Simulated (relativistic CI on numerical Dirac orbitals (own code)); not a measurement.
One change at a time: V⁺

Base calculation: Dirac-Coulomb-Breit CI, orbitals from a KLI potential per configuration, QED by a radiative potential, valence Slater integrals scaled by 0.85, P86 correlation energy added to each configuration.

CI space (outside the closed core [Ar]): 3d4, 3d3 4s, 3d3 4p, 3d2 4s2, 3d2 4s 4p, 3d3 5s, 3d3 4d, 3d3 5p, 3d3 4f, 3d3 5d, 3d3 5f, 3d3 5g, 3d2 4p2, 3d2 4s 5s. Levels of other configurations are missing.

Variants: (1) no correlation estimate; (2) Slater integrals left unscaled; (3) configuration mixing switched off; (4) only the first 3 configurations. Shifts of the energy above 3d4 5D_0, in cm⁻¹, for the lowest level and the first level of each name with at least 55 % of one term (blank where a level changes its place among those of its configuration and J or its character, or is not in the variant):

| Level | Base | Δ(1) | Δ(2) | Δ(3) | Δ(4) | Measured |
| --- | --- | --- | --- | --- | --- | --- |
| 3d4 5D_0 | 0.0 | 0.0 | 0.0 | 0.0 | 0.0 | 0.0 |
| 3d4 5D_1 | 29.8 | -0.1 | +0.7 | +1.9 | +2.0 | 36.0 |
| 3d4 5D_2 | 88.2 | -0.4 | +2.3 | +5.8 | +5.9 | 106.6 |
| 3d4 5D_3 | 173.2 | -0.8 | +5.0 | +11.8 | +11.8 | 208.9 |
| 3d4 5D_4 | 282.2 | -1.3 | +8.8 | +19.8 | +19.8 | 339.2 |
| 3d3 4s 5F_1 | 918.2 | -3160.0 | +426.1 | -651.5 | -651.4 | 2604.9 |
| 3d3 4s 5F_2 | 993.9 | -3160.0 | +426.5 | -651.4 | -651.3 | 2687.1 |
| 3d3 4s 5F_3 | 1106.3 | -3160.0 | +427.1 | -651.4 | -651.3 | 2808.8 |
| 3d3 4s 5F_4 | 1253.8 | -3160.0 | +428.1 | -651.4 | -651.3 | 2968.3 |
| 3d3 4s 5F_5 | 1434.5 | -3160.0 | +429.7 | -651.6 | -651.5 | 3162.8 |
| 3d3 4s 3F_2 | 7635.3 | -3101.5 | +1455.5 | +983.6 | +479.0 | 8640.3 |
| 3d3 4s 3F_3 | 7826.6 | -3098.6 | +1457.8 | +985.8 | +474.2 | 8842.0 |
| 3d3 4s 3F_4 | 8071.6 | -3094.5 | +1461.9 | +989.1 | +468.2 | 9097.8 |
| 3d4 3P_0 | 12357.3 | -908.4 | +2166.1 | +1813.5 | +18.0 |  |

For a near-neutral ion this model can misplace configurations by up to about 10,000 cm⁻¹ (more where the count of f electrons changes) and terms by 10 to 25 % of their spread. Rates follow the energies as ν³ (E1, M1) or ν⁵ (E2), so they and the lifetimes can be off by large factors. The fine structure of a lone outer electron comes out too small, for d and f at times inverted, and misplaced configurations move strength between like terms. 33 of the 33 excited levels that our extract of the measured tables holds in this range could be paired (the sources list more); they are missed by 2268 cm⁻¹ on average and 3453 at most, and levels without a partner can miss by more.

Measured levels: NIST Handbook of Basic Atomic Spectroscopic Data (Sansonetti and Martin, J. Phys. Chem. Ref. Data 34, 1559 (2005)).

Ionisation energy from the two ground configurations alone: base 14.12 eV; no correlation estimate 13.1 eV; Slater integrals left unscaled 14.22 eV. The NIST ASD value (measured) is 14.634 eV. The gap of more than 2 % comes from missing correlation.
